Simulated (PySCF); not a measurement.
Gas-phase reaction: 4 Ga(CH₃)₃ ⇌ 4 GaH(CH₃)₂ + C₂H₂ (acetylene) + 2 CH₃. Level: PBE0/def2-TZVP; standard pressure 1 bar.

Computed with PySCF and rigid-rotor harmonic-oscillator thermochemistry at 1 bar. Open shells (unrestricted): CH₃ (multiplicity 2); the rest are closed-shell singlets. Ga: all electrons, no relativistic terms. Methyl groups turn as free rotors in Ga(CH₃)₃, GaH(CH₃)₂. GaH(CH₃)₂: computed as isolated molecules; such fragments, hydroxides, amides, oligomers or adducts are transient or little studied in the gas. The harmonic model lacks anharmonicity and excited electronic states, which grow with temperature; levels with a mode under 35 cm⁻¹ are left out.

| T (K) | 1000/T (1/K) | log10 K |
|---|---|---|
| 600 | 1.6667 | -41.32 |
| 800 | 1.2500 | -25.03 |
| 1000 | 1.0000 | -15.26 |
| 1200 | 0.8333 | ? |
| 1400 | 0.7143 | -4.13 |
| 1600 | 0.6250 | -0.67 |

Fit log10 K = a + b·(1000/T) to the five rows, get the mean ΔH° and ΔS°, and predict log10 K at 1200 K.

Means: 1000/T = 1.0512, log10 K = -17.282. Sums of products about the means: Sxy = -27.95016, Sxx = 0.716131, so b = Sxy/Sxx = -39.03 and a = -17.282 − (-39.03)×1.0512 = 23.75.
ΔH° = −R ln 10 × 1000 K × b = −19.145 × (-39.03) = 747 kJ; ΔS° = R ln 10 × a = 455 J/K. The run's own values go from 748 kJ and 456 J/K at 600 K to 739 kJ and 449 J/K at 1600 K.
Prediction at 1200 K: 23.75 + (-39.03)×0.8333 = -8.77. The computed value is -8.76, 0.01 from the line.
For scale, ΔH°(298 K) is 743 kJ at this level, 739 kJ at ωB97M-V/def2-TZVP†, and runs from 522 to 880 kJ over the 18 levels computed († marks an energy on the PBE0/def2-TZVP geometry).
